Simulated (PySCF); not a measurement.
SMILES F[Si](F)(F)N[SiH2]Cl (H₃ClF₃NSi₂) (B3LYP/def2-SVP optimised geometry):

```
10

Si     1.002     0.821     0.000
F      0.574     2.366     0.000
F      0.516     0.134     1.364
F      2.606     0.821     0.000
N      0.325    -0.034    -1.305
Si    -0.571    -1.535    -1.279
Cl    -2.606    -1.225    -0.988
H      0.355     0.439    -2.207
H     -0.070    -2.366    -0.163
H     -0.405    -2.178    -2.605
```

Method: B3LYP/def2-TZVP (PySCF).

### Question
What are the frontier orbital energies and the dipole moment?

### Answer
HOMO-2 -9.34 eV, HOMO-1 -8.94 eV, HOMO -8.75 eV, LUMO -0.48 eV, LUMO+1 0.05 eV; dipole moment 2.40 D.

On the same geometry PBE/def2-TZVP in PySCF gives HOMO-2 -8.18 eV, HOMO-1 -7.80 eV, HOMO -7.56 eV, LUMO -1.10 eV, LUMO+1 -0.64 eV; dipole moment 2.28 D.

Meta-Löwdin charges at B3LYP/def2-TZVP: Si1 1.72, F2 -0.49, F3 -0.49, F4 -0.49, N5 -0.82, Si6 0.82, Cl7 -0.31, H8 0.26, H9 -0.10, H10 -0.10.
